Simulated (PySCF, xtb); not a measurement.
hypoboric acid (B2H4O4), SMILES OB(O)B(O)O.

GFN2-xTB run with xtb 6.7.1 at its own geometry gives an orbital gap of 5.70 eV and a dipole moment of 2.98 D.

Geometry: B3LYP-D3(BJ)/def2-SVP. One conformer was computed; it need not be the lowest.

Q: What does PBE/def2-TZVP in PySCF give? (An estimate is asked for; the answer gives what the named calculation found.)

A: gap 5.66 eV (levels -6.92 and -1.26 eV), dipole 3.03 D.
